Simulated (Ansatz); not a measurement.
System: sum formula BN2H5F (charge +1, singlet). It need not be the lowest isomer of its formula. 
Structure (B3LYP-D3(BJ)/def2-TZVP (Ansatz, a first-principles code) minimum search):
```
B
F 1 1.3129
N 1 1.3656 2 127.36
H 3 1.0078 1 126.35 2 -180.00
H 3 1.0115 4 113.13 1 -180.00
N 1 1.5691 2 111.82 3 -180.00
H 6 1.0216 1 114.66 2 -180.00
H 6 1.0255 7 107.62 1 123.07
H 6 1.0255 7 107.62 8 113.86
```
Charge +1, spin multiplicity 1.

Basis-set convergence of Hartree-Fock and MP2 correlation energies (hartree) with Ansatz. Cores are frozen in the correlated levels unless marked. No spin-orbit coupling. No relativistic terms.

```
basis    functions       E(HF)  E(corr, MP2)
-------  ---------  ----------  ------------
cc-pVDZ          -  -235.86205      -0.60977
cc-pVTZ        190  -235.94321      -0.77190
cc-pVQZ        370  -235.96080      -0.83047
```

Extrapolating the two largest sets (X = 3 and 4) as X^-3: E(corr) = (64·(-0.83047) - 27·(-0.77190))/37 = -0.8732 Eh, an estimate of the basis-set limit. The largest set recovers 95.1 % of it, the smallest 69.8 %.
